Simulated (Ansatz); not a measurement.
`N[AsH][SiH3]` + `C#CN` → `C#CN[AsH][SiH3]` + NH₃ at 700 K and 1 bar (ligand exchange at the As–N bond).

Isolated molecules relaxed with PBE0-D4/def2-TZVP in Ansatz; ΔE leaves out vibrations. CBS: MP2 limit from def2 TZ/QZ plus the TZ coupled-cluster correction, frozen cores. This one scheme is used for every species. For As outer-core shells are correlated without core-valence functions, which leaves a few kJ/mol of doubt a bond. Scalar relativity is left out up to krypton. One conformer a species, not always the lowest.

| species | CCSD(T)/CBS energy (Eh) | H − E (kJ/mol) | S (J/(mol·K)) |
| --- | --- | --- | --- |
| `N[AsH][SiH3]` | -2582.38925 | 224.0 | 429.4 |
| `C#CN` | -132.52893 | 160.3 | 317.0 |
| `C#CN[AsH][SiH3]` | -2658.41225 | 267.5 | 517.2 |
| NH₃ | -56.50880 | 116.9 | 226.5 |

H − E and S are ideal-gas, rigid-rotor, harmonic terms from PBE0-D4/def2-TZVP, for one conformer and one mirror image of each species. 1 Eh = 2625.50 kJ/mol, R = 8.31446 J/(mol·K).

Problem. By hand: ΔE, ΔH, ΔS and ΔG.

Solution. ΔE = (-2658.41225) + (-56.50880) − (-2582.38925) − (-132.52893) = -0.00287 Eh = -7.5 kJ/mol. Δ(H − E) = 267.5 + 116.9 − 224.0 − 160.3 = 0.1, so ΔH = -7.4 kJ/mol. ΔS = 517.2 + 226.5 − 429.4 − 317.0 = -2.7 J/(mol·K). ΔG = -7.4 − 700 × (-2.7)/1000 = -5.5 kJ/mol.

Problem. By hand: the equilibrium constant, and the temperature at which ΔG would vanish if ΔH and ΔS stayed fixed.

Solution. log₁₀ K = −ΔG/(RT ln 10) = 0.4. ΔG = 0 at ΔH/ΔS = 2741 K, far beyond where these terms or the molecules hold.

The number of gas molecules stays the same, so ΔS is small and ΔH decides. The sign of ΔG lies within the doubt. A doubt of 5 kJ/mol in ΔE shifts log₁₀ K by 0.4 here. Other conformers and mirror images would add mixing entropy, several J/(mol·K) or more a flexible species. Modes under 60 cm⁻¹, often nearly free rotors, make the harmonic entropy too high. These are equilibria of isolated gas molecules and say nothing of rates. Largest T1 diagnostic: 0.013 (customary marks: 0.02 for closed shells, 0.045 for open ones).
